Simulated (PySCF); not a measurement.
# Electronic structure of Tc²⁺ (technetium, charge +2) at the UHF level

Configuration: [Kr] 4d5, high-spin 6S determinant. Computed with PySCF 2.14 in def2-QZVPPD with the def2 core potential (28 electrons) (7s5p4d4f2g, 88 functions), with a scalar-relativistic core potential.

| Quantity | Value |
| --- | --- |
| Total energy | -79.384870 hartree |
| One-electron energy | -129.2226 hartree |
| Hartree (Coulomb) energy | 57.8791 hartree |
| Exchange energy | -8.0413 hartree |
| ⟨S²⟩ | 8.7508 |
| ⟨L²⟩ | 0.000 |
| Sum of ⟨r⟩ | 17.37 bohr |
| Sum of ⟨r²⟩ | 27.14 bohr² |

```csv
shell,electrons,mean orbital energy (eV),"rms radius, mean of both spins (bohr)"
4s α,1,-110.68,1.14
4s β,1,-102.71,1.14
4p α,3,-78.599,1.26
4p β,3,-68.227,1.26
4d α,5,-30.029,1.73
```

Energies and moments cover only the electrons outside the core potential.
